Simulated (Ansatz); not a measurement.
Consider the substitution at a C–C bond: `CC(C)CO` + `N[SiH3]` → `OCN[SiH3]` + `CCC`.

Gas-phase electronic energies from Ansatz, PBE0-D4/def2-TZVP geometries. CBS: MP2 limit from def2 TZ/QZ plus the TZ coupled-cluster correction, frozen cores. This one scheme is used for every species. Each species was taken in one conformer, which may not be the lowest.

`CC(C)CO`:

```xyz
15

C     0.948   -0.084   -1.057
C    -0.297   -0.259   -0.199
C    -0.146   -1.434    0.754
C    -0.613    1.004    0.590
O    -0.880    2.133   -0.212
H     0.828    0.715   -1.793
H     1.174   -0.997   -1.612
H     1.819    0.148   -0.435
H    -1.151   -0.447   -0.861
H    -1.045   -1.578    1.359
H     0.695   -1.278    1.437
H     0.041   -2.362    0.208
H    -1.514    0.846    1.188
H     0.211    1.207    1.293
H    -0.070    2.385   -0.661
```

`N[SiH3]`:

Z-matrix (Å, degrees):
```
Si
N 1 1.720
H 1 1.486 2 107.9
H 1 1.494 2 116.0 3 -120.3
H 1 1.486 2 107.9 3 119.4
H 2 1.007 1 119.6 3 -168.6
H 2 1.007 1 119.6 3 49.2
```

`OCN[SiH3]`:

```xyz
11

O    -0.991   -1.189    1.678
C     0.043   -0.975    0.751
N     0.182    0.404    0.388
Si    0.300    0.982   -1.227
H    -1.782   -0.771    1.323
H     0.940   -1.374    1.236
H    -0.125   -1.550   -0.171
H     0.488    0.992    1.149
H    -0.739    0.295   -2.039
H     1.614    0.739   -1.893
H     0.070    2.449   -1.196
```

`CCC`:

```xyz
11

C    -1.094    0.171    0.652
C     0.153   -0.564    0.191
C     0.981    0.247   -0.793
H    -1.744    0.412   -0.195
H    -0.836    1.112    1.145
H    -1.676   -0.426    1.358
H     0.768   -0.821    1.060
H    -0.132   -1.516   -0.269
H     1.873   -0.296   -1.114
H     1.307    1.191   -0.348
H     0.400    0.491   -1.687
```

```json
{"species": "`CC(C)CO`", "HF/def2-QZVPP energy (Eh)": "-232.25702"}
{"species": "`N[SiH3]`", "HF/def2-QZVPP energy (Eh)": "-346.36300"}
{"species": "`OCN[SiH3]`", "HF/def2-QZVPP energy (Eh)": "-460.30074"}
{"species": "`CCC`", "HF/def2-QZVPP energy (Eh)": "-118.31654"}
```

(1) Work out ΔE.

Largest T1 diagnostic among the species: 0.011.

Results:

(1) ΔE = (-460.30074) + (-118.31654) − (-232.25702) − (-346.36300) = 0.00274 Eh = +7.2 kJ/mol. CCSD(T)/CBS gives +19.0 kJ/mol.

The D4 term adds +3.0 kJ/mol with B3LYP and +1.7 kJ/mol with PBE0; it sums over pairs of atoms, weighted by their polarisabilities, and B3LYP, whose exchange is more repulsive, gets the larger term. In def2-TZVPP, CCSD(T) changes the Hartree–Fock value by +10.2 kJ/mol (the triples alone add +1.0 kJ/mol) and MP2 by +12.7 kJ/mol.

B3LYP here is the variant with VWN-RPA as its local correlation; programs differ in this.
